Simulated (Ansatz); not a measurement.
The cluster B6⁺, relaxed as a doublet with UKS r2SCAN-D4/def2-SVP in Ansatz, starting from the GFN2-xTB geometry. Force threshold 0.02 eV/Å.

The charge 1 doublet is spin-contaminated (final ⟨S²⟩ up to 0.95, 0.75 for a pure state). The structure comes from a short search, and lower isomers may exist.

Start:

```xyz
6

B    -0.726   -0.608   -0.361
B    -0.528    0.595    1.273
B    -1.662   -0.271    0.823
B     1.661    0.276   -0.825
B     0.726    0.606    0.361
B     0.530   -0.598   -1.270
```

Question: Estimate the energy that the relaxation releases and the steps that it takes.

Answer: 0.58 eV, in 11 steps; 14 s on 4 threads of Arm Neoverse V2 on a shared host. The force fell under the threshold at step 8, but the optimiser went on. No frequencies were taken in this run, so the end may be a saddle point.

Question: Does the start keep its bonding and symmetry?

Answer: By distances, no bond broke or formed. The bond that changes most is B1–B2, from 2.04 to 1.89 Å (atoms count from 1). Point group C2h at the start, C2 at the end, both within 0.05 Å.

Question: Predict the relaxed structure.

Answer: 
```xyz
6

B    -0.7522   -0.5394   -0.3132
B    -0.5082    0.4888    1.2595
B    -1.8383   -0.2696    0.8704
B     1.8029    0.3409   -0.9186
B     0.7233    0.5966    0.2742
B     0.5725   -0.6172   -1.1723
```
Bond lengths: 9 × B–B 1.58 to 1.95 Å.
